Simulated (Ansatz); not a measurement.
```xyz
2

S    -0.0739    0.1373   -0.1087
H    -0.0046    0.0290    1.3694
```

Basis set: STO-3G (spherical functions). Frozen core: 5 orbitals. Charge 0, multiplicity 2.

Computed with Ansatz (development build ahead of 0.2.0); each method stands on the lowest determinant of its kind that the runs found.

The atomization energy at this shape (free ground-state atoms in the same class of orbitals less the molecule, no zero-point energy) of doublet SH:

| method | atomization energy |
| --- | --- |
| UHF | 2.76 eV |

Q: What does UHF-MP2 give?

A: 3.24 eV. Caution: the shape is not the minimum.

This basis has no polarisation functions and is too small for such energies, which can lie far from measured ones in either direction.
